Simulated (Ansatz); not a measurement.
The cluster HfO3⁻, relaxed as a quartet with UKS r2SCAN-D4/def2-TZVPD in Ansatz, starting from the r2SCAN-D4/def2-TZVPD geometry of the charge -1 doublet. Force threshold 0.02 eV/Å.

In the def2 sets Hf takes a core potential; there is no spin–orbit coupling. The highest occupied level of the charge -1 quartet lies above zero (up to 0.55 eV). It is a level of α spin, whose loss leaves a triplet; that state wasn't run at this geometry and level. The electron is either unbound and held by the finite basis, or the level is raised by self-interaction error. The relaxation made no stability test and no search for a lower SCF solution. At r2SCAN-D4/def2-TZVPD a doublet of charge -1 lies 1.69 eV below the quartet, each at its own geometry. The structure comes from a short search, and lower isomers may exist.

Start:

```tsv
atom	x (Å)	y (Å)	z (Å)
Hf1	0.019	-0.033	-0.022
O2	0.526	-1.552	0.962
O3	-0.809	1.393	0.932
O4	0.264	0.192	-1.873
```

```csv
step,energy (eV),largest force component (eV/Å),SCF passes
1,-7448.9369,1.485,129
2,-7449.0971,0.455,46
3,-7449.1098,0.111,35
4,-7449.1110,0.009,30
5,-7449.1116,0.022,37
6,-7449.1136,0.044,37
7,-7449.1151,0.045,35
8,-7449.1210,0.158,42
9,-7449.1265,0.071,33
10,-7449.1515,0.487,49
11,-7449.1664,0.285,44
13,-7449.1711,0.007,41
15,-7449.1711,0.008,51
17,-7449.1711,0.017,51
19,-7449.1711,0.043,52
21,-7449.1712,0.084,48
23,-7449.1714,0.146,46
25,-7449.1720,0.228,45
27,-7449.1732,0.316,45
29,-7449.1756,0.382,45
31,-7449.1792,0.411,47
33,-7449.1838,0.403,43
35 (rejected),-7449.1831,0.544,59
37 (rejected),-7449.1964,0.295,59
39,-7449.2007,0.023,45
40,-7449.2007,0.005,46
```

Force components are those of the run's own axes.

End:

| atom | x (Å) | y (Å) | z (Å) |
| --- | --- | --- | --- |
| Hf1 | -0.409 | -0.214 | -0.072 |
| O2 | 0.647 | -1.379 | 0.878 |
| O3 | -0.700 | 1.428 | 1.019 |
| O4 | 0.462 | 0.164 | -1.825 |

By distances, no bond broke or formed. The bond that changes most is Hf1–O4, from 1.88 to 1.99 Å (atoms count from 1).

The force fell under the threshold at step 4, but the optimiser went on and released 0.090 eV more. No frequencies were taken in this run, so the end may be a saddle point.

It took 2.6 min on 4 threads of Arm Neoverse V2 on a shared host.
